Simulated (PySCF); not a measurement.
Job file and geometry (Å, from GFN2-xTB) of an NMR shielding run on SMILES CC[Si@@H]1[SiH2][SiH2][Si@@H]1O[SiH3], C₂H₁₄OSi₅, GIAO PBE0/pcSseg-1 NMR shielding, non-relativistic, gas phase (PySCF 2.14.0, density-fitted response routines); density fitting, a coarse starting grid and PySCF grid level 2 are the driver's defaults:

```
$ OMP_NUM_THREADS=1 python probes_run.py task.json out

{"job": {"kind": "nmr", "xc": "PBE0", "basis": "pcSseg-1"}, "charge": 0, "multiplicity": 1}
C     -1.870844    -1.999317    -0.975904
C     -1.784372    -0.485121    -1.120435
Si    -1.285306     0.368484     0.519754
Si    -0.637186     2.637930     0.296424
Si     1.504725     2.108842     1.142588
Si     0.900547    -0.164980     1.267570
O      1.690945    -1.011506     0.097402
Si     2.312073    -1.218041    -1.373295
H     -0.909343    -2.407123    -0.669761
H     -2.154211    -2.470547    -1.916672
H     -2.610976    -2.271128    -0.225365
H     -1.041730    -0.243799    -1.884073
H     -2.739987    -0.103922    -1.486815
H     -2.400875     0.067869     1.446097
H     -1.414080     3.621512     1.065097
H     -0.687567     3.207870    -1.059868
H      2.656292     2.496500     0.311035
H      1.825904     2.743971     2.431726
H      1.213681    -1.035107     2.412032
H      2.762900     0.088485    -1.857299
H      1.251323    -1.745537    -2.230811
H      3.407677    -2.165949    -1.201851
```

**Question.** Write the output of this run.

**Answer.** 
```
coarse grid: 20064 points
cycle   1  E = -1606.3368349086  dE =  4.526e-01  |g| = 8.309e-01  |ddm| = 4.298e+00
cycle   2  E = -1606.0388651100  dE =  2.980e-01  |g| = 1.462e+00  |ddm| = 2.230e+00
cycle   3  E = -1606.4646983646  dE = -4.258e-01  |g| = 1.241e-01  |ddm| = 1.752e+00
cycle   4  E = -1606.4672969764  dE = -2.599e-03  |g| = 6.453e-02  |ddm| = 2.028e-01
cycle   5  E = -1606.4683501247  dE = -1.053e-03  |g| = 1.155e-02  |ddm| = 7.235e-02
cycle   6  E = -1606.4683863207  dE = -3.620e-05  |g| = 3.008e-03  |ddm| = 1.979e-02
cycle   7  E = -1606.4683886087  dE = -2.288e-06  |g| = 6.318e-04  |ddm| = 3.744e-03
final grid: 168464 points
cycle   8  E = -1606.5214817666  dE = -2.317e-05  |g| = 9.210e-03  |ddm| = 2.515e-02
cycle   9  E = -1606.5214631912  dE =  1.858e-05  |g| = 1.329e-02  |ddm| = 1.870e-02
cycle  10  E = -1606.5214987587  dE = -3.557e-05  |g| = 1.288e-03  |ddm| = 1.176e-02
cycle  11  E = -1606.5214990689  dE = -3.102e-07  |g| = 2.940e-04  |ddm| = 1.415e-03
cycle  12  E = -1606.5214990884  dE = -1.949e-08  |g| = 6.405e-05  |ddm| = 3.666e-04
cycle  13  E = -1606.5214990893  dE = -9.522e-10  |g| = 2.302e-05  |ddm| = 9.148e-05
converged SCF energy = -1606.5214990893

GIAO shielding tensors (ppm)
atom      isotropic    diamagn.    paramagn.     s11        s22        s33       span
  0 C      171.926     248.080     -76.154    162.336    165.854    187.589     25.254
  1 C      177.533     254.181     -76.648    164.667    176.055    191.878     27.211
  2 Si     378.984     883.002    -504.019    300.278    403.076    433.597    133.319
  3 Si     456.951     882.132    -425.181    420.795    444.253    505.804     85.009
  4 Si     446.255     882.025    -435.770    380.728    441.562    516.475    135.747
  5 Si     324.966     879.526    -554.560    251.880    342.096    380.923    129.043
  6 O      338.583     400.552     -61.969    216.101    392.329    407.319    191.218
  7 Si     392.523     880.808    -488.284    349.213    362.116    466.242    117.029
  8 H       30.502      32.323      -1.821     25.417     30.621     35.469     10.052
  9 H       30.153      28.538       1.615     25.178     26.978     38.302     13.125
 10 H       30.588      29.884       0.705     26.159     28.735     36.871     10.712
 11 H       30.378      35.050      -4.671     26.727     29.432     34.975      8.247
 12 H       30.596      31.388      -0.793     25.030     29.183     37.574     12.545
 13 H       26.999      31.550      -4.551     24.099     25.602     31.297      7.198
 14 H       27.794      29.927      -2.133     24.375     25.180     33.827      9.452
 15 H       27.802      30.451      -2.649     24.555     25.602     33.248      8.694
 16 H       27.251      30.024      -2.773     23.873     25.086     32.793      8.920
 17 H       27.673      29.691      -2.018     24.139     25.463     33.418      9.280
 18 H       25.008      29.040      -4.032     21.729     23.840     29.455      7.726
 19 H       26.563      30.870      -4.307     22.977     25.858     30.855      7.878
 20 H       26.627      31.296      -4.668     22.283     27.064     30.535      8.253
 21 H       26.628      28.590      -1.962     22.917     24.472     32.495      9.578
```

**Question.** Turn these shieldings into chemical shifts. Shifts are taken against calculated references (same method and geometry level): ¹³C (186.93 ppm) and ²⁹Si (349.16 ppm) and ¹H (31.72 ppm) against TMS; ¹⁷O (336.08 ppm) against H2O.

**Answer.** Averaging equivalent atoms: C 0: 15.0; C 1: 9.4; Si 5: 24.2; Si 2: -29.8; Si 7: -43.4; Si 4: -97.1; Si 3: -107.8; O 6: -2.5; H 18: 6.71; H 19/20/21: 5.11; H 13: 4.72; H 16: 4.47; H 17: 4.04; H 14: 3.92; H 15: 3.92; H 11: 1.34; H 8/9/10: 1.30; H 12: 1.12 ppm. Experimental scales use liquid or dissolved standards, which lie at an offset from isolated H2O (liquid H2O: subtract about 36 ppm).

Size and cost of the density-fitted run: 241 basis functions, 78 s wall time on 1 thread of an Intel Xeon, shared host; peak memory 1.1 GiB.
